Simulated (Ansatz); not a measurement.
Harmonic frequencies (cm⁻¹) at PBE0-D4/def2-TZVP from Ansatz: 277, 283, 517, 704, 857, 1324, 1814, 2157, 2939.

Which molecule is it?
A. `[NH2][AlH][SiH2]O`
B. `CC(Cl)CF`
C. `O=C[TeH]`
D. `CC=C=C=N`

C.
